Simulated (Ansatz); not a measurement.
Reaction (formal exchange of groups at the Si–N bond): `BN[SiH](C)Cl` + `O[SiH3]` → `C[SiH](Cl)[SiH2]O` + `BN`

Computed with Ansatz on PBE0-D4/def2-TZVP structures; ΔE is electronic, products minus reactants. CBS: MP2 limit from def2 TZ/QZ plus the TZ coupled-cluster correction, frozen cores. This one scheme is used for every species. DFT in def2-TZVPP. B3LYP here is the variant with VWN-RPA as its local correlation; programs differ in this. One conformer a species, not always the lowest.

```
             level  ΔE (kcal/mol)
          B3LYP-D4           13.3
              PBE0           11.0
    MP2/def2-TZVPP           17.0
   CCSD/def2-TZVPP           15.8
CCSD(T)/def2-TZVPP           15.3
     HF/def2-QZVPP           19.0
      HF/CBS(def2)           19.1
    CCSD/CBS(def2)           15.4
```

Question: What does CCSD(T)/CBS give? (An estimate is asked.)

Answer: Computed: +14.9 kcal/mol. The listed levels differ from it by -1.6, -3.9, 2.1, 0.9, 0.4, 4.1, 4.2, 0.5 kcal/mol.

Largest T1 diagnostic among the species: 0.012.

From PBE to PBE0 (25 % exact exchange), in def2-TZVPP and without D4, ΔE moves by +2.0 kcal/mol. In def2-TZVPP, CCSD(T) changes the Hartree–Fock value by −3.4 kcal/mol (the triples alone add −0.5 kcal/mol) and MP2 by −1.7 kcal/mol.
